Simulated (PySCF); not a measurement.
Mayer bond orders and bond lengths

Species: C2H10OSi2.
Numbering: `[CH3:1][O:2][CH2:3][SiH2:4][SiH3:5]` (hydrogens: H6, H7, H8 on C1; H9, H10 on C3; H11, H12 on Si4; H13, H14, H15 on Si5)

Cartesian coordinates in Å at the GFN2-xTB level; atoms count from 1:
```
atom  x, y, z in Å
C1    -1.901    1.440   -0.154
O2    -0.932    0.434   -0.262
C3    -0.592   -0.170    0.973
Si4    0.749   -1.441    0.494
Si5    2.093   -0.393   -1.063
H6    -2.836    1.046    0.265
H7    -1.550    2.260    0.485
H8    -2.084    1.815   -1.160
H9    -1.481   -0.621    1.432
H10   -0.223    0.590    1.676
H11    1.388   -1.862    1.753
H12    0.044   -2.635    0.004
H13    3.243   -1.239   -1.409
H14    2.661    0.865   -0.560
H15    1.416   -0.080   -2.322
```

Bond orders from the PBE0/pcSseg-1 density (PySCF). The structure is a single GFN2-xTB conformer in the gas phase; no vibrational or solvent corrections.

(1) Where do the orders between heavy atoms depart from those drawn in the SMILES?

(2) Give the Mayer order of every bond between heavy atoms, beside its length.

Results:

(1) The largest departure is 0.117, at C3–Si4 (drawn single, 0.883) and O2–C3 (drawn single, 0.886).

(2) 
```tsv
bond	drawn as	length (Å)	Mayer order
C1–O2	single	1.401	0.930
O2–C3	single	1.416	0.886
C3–Si4	single	1.909	0.883
Si4–Si5	single	2.309	0.920
```

Bonds between the same two heavy elements. C–O: lowest O2–C3 (0.886, 1.416 Å), highest C1–O2 (0.930, 1.401 Å).

Problem. And the bonds to hydrogen?

Solution. C–H: 0.94 to 0.97 (5 bonds); H–Si: 0.93 to 0.94 (5 bonds).

Problem. Sum the orders of all bonds at each heavy atom with more than one neighbour and set the sums beside the valence in the SMILES.

Solution. C1 3.823 (drawn 4), O2 1.816 (drawn 2), C3 3.650 (drawn 4), Si4 3.677 (drawn 4), Si5 3.713 (drawn 4). Orders between atoms that aren't bonded are not in these sums.

Mayer orders depend on the basis set.
